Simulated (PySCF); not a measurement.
Precursor series Zn CH3-SH. Gas-phase values, no solvent. One relaxed conformer stands for each flexible species; it need not be the lowest.

The charge on the central atom (Mulliken) from two functionals at the same geometries (TPSS-D3(BJ)/def2-SVP), both in PySCF: PBE-D3(BJ)/def2-TZVP and B3LYP-D3(BJ)/def2-TZVP. B3LYP has the VWN-RPA correlation part, as in Gaussian. 

| species | PBE-D3(BJ)/def2-TZVP (e) | B3LYP-D3(BJ)/def2-TZVP (e) |
|---|---|---|
| 0 of 2 CH3 replaced by SH ([Zn(CH3)2]) | 0.31 | 0.39 |
| 1 of 2 CH3 replaced by SH ([Zn(CH3)(SH)]) | 0.30 | 0.37 |
| 2 of 2 CH3 replaced by SH ([Zn(SH)2]) | 0.32 | 0.37 |

Over these rows, drawn at random from the members with no instability flagged (it was tested for open shells, ions and some series alone), PBE minus B3LYP-D3(BJ): mean -0.07 e, from -0.08 e to -0.06 e.
